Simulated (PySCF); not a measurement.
Simulation results for AlBH₃NO, AlB₂H₄O, AlBFH₂O

Calculation on a computer-drawn molecule: the log of a Hartree-Fock and frozen-core CCSD(T) single point meant for a local Hartree-Fock minimum, with one planted fault or none, to be diagnosed. Offsets are logged minus clean, where the clean run is the same molecule without the fault. The reference is restricted for singlets and unrestricted otherwise, and also for a bond in bohr or an excited solution. Adding or removing an electron swaps singlet and doublet. The excited solution moves the top pair (singlet) or top alpha electron (doublet) to the lowest empty orbital. Highest occupied and lowest empty are orbital energies over both spins, largest force is the largest gradient component, triples share is (T) over the correlation energy, the T1 limit is 0.02 restricted and 0.045 unrestricted, electrons count all cores, a negative frequency is imaginary (commonest isotopes), and the dipole is about the centre of nuclear charge. Program: PySCF 2.14.0.

Common to all runs: meant multiplicity 1; meant basis cc-pV(D+d)Z; logged SCF converged yes; logged CC converged yes; logged SCF stable within its kind yes; possible faults no fault, one electron removed, one electron added, multiplicity raised by two, geometry at a saddle point, SCF held on an excited solution, minimal basis STO-3G, one bond length entered in bohr, all coordinates scaled.

(1) 
```xyz
7
formula=AlBH3NO meant_charge=0 logged_electrons=36 logged_basis_functions=80 logged_spin_squared=2.0193 logged_highest_occupied=-5.9049 logged_lowest_empty=0.67041 logged_largest_force=0.10497 logged_T1_diagnostic=0.026446 logged_D1_diagnostic=0.11696 logged_triples_share=0.027495 logged_dipole_magnitude=1.1965 logged_energy_HF=-397.64527 logged_energy_CCSD(T)=-398.14669 planted_fault=multiplicity_raised_by_two HF_energy_offset_from_clean_run=33 CCSD(T)_energy_offset_from_clean_run=52.19
B      0.8236    -0.8936    -1.7952
N     -0.0302    -0.7055    -0.7131
Al    -1.0096    -0.5072     0.5565
O     -2.0002    -0.3212     1.8625
H      1.6718    -1.7638    -1.7937
H      0.7515    -0.1915    -2.7851
H     -2.7107     0.2208     2.1566
```

Units: logged_highest_occupied, logged_lowest_empty in eV; logged_largest_force in hartree/bohr; logged_dipole_magnitude in debye; logged_energy_HF, logged_energy_CCSD(T) in hartree; HF_energy_offset_from_clean_run, CCSD(T)_energy_offset_from_clean_run in kcal/mol.

Drawn bonds:
```
atom  other atom  order
   1           2      1
   2           3      2
   3           4      1
   1           5      1
   1           6      1
   4           7      1
```

(2) 
```xyz
8
formula=AlB2H4O meant_charge=1 logged_electrons=33 logged_basis_functions=85 logged_spin_squared=0.7589 logged_highest_occupied=-20.36 logged_lowest_empty=-15.485 logged_largest_force=0.052391 logged_T1_diagnostic=0.025547 logged_D1_diagnostic=0.081718 logged_triples_share=0.025812 logged_dipole_magnitude=11.923 logged_energy_HF=-367.67519 logged_energy_CCSD(T)=-368.08052 planted_fault=one_electron_removed HF_energy_offset_from_clean_run=377.2 CCSD(T)_energy_offset_from_clean_run=392.8
B     -1.7382    -3.3982     0.4099
O     -1.0852    -2.4875    -0.4110
Al    -0.3215    -1.4228    -1.3653
B      0.7050     0.0076    -2.6440
H     -2.7777    -3.0656     0.8892
H     -1.2195    -4.4569     0.5854
H      0.4658    -0.0440    -3.8053
H      1.4495     0.7633    -2.1119
```

Units: logged_highest_occupied, logged_lowest_empty in eV; logged_largest_force in hartree/bohr; logged_dipole_magnitude in debye; logged_energy_HF, logged_energy_CCSD(T) in hartree; HF_energy_offset_from_clean_run, CCSD(T)_energy_offset_from_clean_run in kcal/mol.

Drawn bonds:
```
atom  other atom  order
   1           2      1
   2           3      1
   3           4      1
   1           5      1
   1           6      1
   4           7      1
   4           8      1
```

(3) 
```xyz
6
formula=AlBFH2O meant_charge=1 logged_electrons=36 logged_basis_functions=26 logged_spin_squared=0 logged_highest_occupied=-15.126 logged_lowest_empty=-0.4979 logged_largest_force=0.034748 logged_T1_diagnostic=0.024004 logged_D1_diagnostic=0.066588 logged_triples_share=0.073014 logged_dipole_magnitude=1.3086 logged_energy_HF=-436.35878 logged_energy_CCSD(T)=-436.52191 planted_fault=minimal_basis_STO-3G HF_energy_offset_from_clean_run=3493 CCSD(T)_energy_offset_from_clean_run=3718
B     -3.0198     0.0744     0.6308
O     -2.2791     0.7903    -0.3309
Al    -1.4404     1.6008    -1.4195
F     -0.5993     2.4135    -2.5109
H     -2.5480    -0.0058     1.7182
H     -4.0539    -0.3887     0.2733
```

Units: logged_highest_occupied, logged_lowest_empty in eV; logged_largest_force in hartree/bohr; logged_dipole_magnitude in debye; logged_energy_HF, logged_energy_CCSD(T) in hartree; HF_energy_offset_from_clean_run, CCSD(T)_energy_offset_from_clean_run in kcal/mol.

Drawn bonds:
```
atom  other atom  order
   1           2      1
   2           3      1
   3           4      1
   1           5      1
   1           6      1
```

Notes: T1 above single-reference limit.
